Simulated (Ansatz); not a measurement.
Isolated molecules relaxed with PBE0-D4/def2-TZVP in Ansatz; ΔE leaves out vibrations. CCSD(T)/CBS adds triple-zeta CCSD(T) − MP2 to the extrapolated MP2 energy (def2 sets, frozen cores). DFT in def2-TZVPP. B3LYP here is the variant with VWN-RPA as its local correlation; programs differ in this. For Br outer-core shells are correlated without core-valence functions, which leaves a few kJ/mol of doubt a bond. Scalar relativity is left out up to krypton. One conformer a species, not always the lowest.

Reaction (redistribution): `OC(F)[SiH2]Br` + `N[SiH2]CCl` → `ClC[SiH2]Br` + `N[SiH2]C(O)F`

```
          level  ΔE (kcal/mol)  difference from CCSD(T)/CBS
      r2SCAN-D4           -1.6                         -0.4
        ωB97X-V           -1.3                         -0.1
        ωB97M-V           -1.4                         -0.2
         B2PLYP           -1.0                          0.2
            PBE           -1.9                         -0.7
         r2SCAN           -1.5                         -0.3
          B3LYP           -0.8                          0.4
 MP2/def2-TZVPP           -1.5                         -0.3
CCSD/def2-TZVPP           -0.8                          0.4
   HF/CBS(def2)            1.4                          2.6
    CCSD(T)/CBS           -1.2                            0
```

Largest T1 diagnostic among the species: 0.012.

In def2-TZVPP, CCSD(T) changes the Hartree–Fock value by −2.6 kcal/mol (the triples alone add −0.4 kcal/mol) and MP2 by −2.8 kcal/mol.
